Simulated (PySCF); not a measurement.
GeBr: frontier orbitals

PBE at R = 2.332 Å; basis Ge def2-TZVPPD, Br def2-TZVPPD; no relativity; PySCF 2.14. State: ²Π (doublet), unpaired electrons π ↑. Only the outer orbitals are listed, counted within each symmetry.

```json
{"spin": "α", "orbital": "13σ", "occ.": "1", "ε (eV)": "-19.33", "on Ge (%)": "5", "main shells (%)": "94 Br s"}
{"spin": "α", "orbital": "14σ", "occ.": "1", "ε (eV)": "-12.35", "on Ge (%)": "77", "main shells (%)": "76 Ge s, 18 Br p"}
{"spin": "α", "orbital": "15σ", "occ.": "1", "ε (eV)": "-7.89", "on Ge (%)": "45", "main shells (%)": "54 Br p, 24 Ge p, 19 Ge s"}
{"spin": "α", "orbital": "7π", "occ.": "1", "ε (eV)": "-7.76", "on Ge (%)": "11", "main shells (%)": "89 Br p, 9 Ge p"}
{"spin": "α", "orbital": "7π", "occ.": "1", "ε (eV)": "-7.68", "on Ge (%)": "12", "main shells (%)": "88 Br p, 11 Ge p"}
{"spin": "α", "orbital": "8π", "occ.": "1", "ε (eV)": "-4.15", "on Ge (%)": "88", "main shells (%)": "87 Ge p, 10 Br p"}
{"spin": "α", "orbital": "8π", "occ.": "0", "ε (eV)": "-4.00", "on Ge (%)": "88", "main shells (%)": "87 Ge p, 10 Br p"}
{"spin": "α", "orbital": "16σ", "occ.": "0", "ε (eV)": "-1.45", "on Ge (%)": "64", "main shells (%)": "48 Ge p, 18 Br p, 14 Br s"}
{"spin": "β", "orbital": "13σ", "occ.": "1", "ε (eV)": "-19.27", "on Ge (%)": "4", "main shells (%)": "95 Br s"}
{"spin": "β", "orbital": "14σ", "occ.": "1", "ε (eV)": "-11.85", "on Ge (%)": "71", "main shells (%)": "70 Ge s, 23 Br p"}
{"spin": "β", "orbital": "7π", "occ.": "1", "ε (eV)": "-7.73", "on Ge (%)": "9", "main shells (%)": "90 Br p"}
{"spin": "β", "orbital": "15σ", "occ.": "1", "ε (eV)": "-7.65", "on Ge (%)": "48", "main shells (%)": "51 Br p, 25 Ge s, 23 Ge p"}
{"spin": "β", "orbital": "7π", "occ.": "1", "ε (eV)": "-7.47", "on Ge (%)": "7", "main shells (%)": "93 Br p"}
{"spin": "β", "orbital": "8π", "occ.": "0", "ε (eV)": "-3.67", "on Ge (%)": "88", "main shells (%)": "87 Ge p, 8 Br p"}
{"spin": "β", "orbital": "8π", "occ.": "0", "ε (eV)": "-2.85", "on Ge (%)": "87", "main shells (%)": "86 Ge p"}
{"spin": "β", "orbital": "16σ", "occ.": "0", "ε (eV)": "-1.20", "on Ge (%)": "61", "main shells (%)": "45 Ge p, 17 Br p, 17 Br s"}
```

**Question.** Which are the highest filled and the lowest empty level, where do they sit, and how wide is the gap?

**Answer.** Highest filled α 8π at -4.15 eV (in %: 87 Ge p, 10 Br p); lowest empty α 8π at -4.00 eV (in %: 87 Ge p, 10 Br p); the gap at PBE is 0.15 eV. Both belong to one degenerate shell, split only by its one-sided filling, so this is no excitation gap.

The bond order (Mayer) is 1.23 and the ⟨S²⟩ is 0.753. The charge on Ge (Mulliken, basis-dependent) is 0.23. The charge on Ge (Löwdin, basis-dependent) is 0.17, the dipole moment (positive dipole means Ge(−)Br(+)) is -1.34 D and the polarisability along the bond is 81.4 bohr³. The polarisability across the bond is 50.5 bohr³.

Spin–orbit coupling is left out. The state was picked by a PBE0 search and need not be the measured ground state.
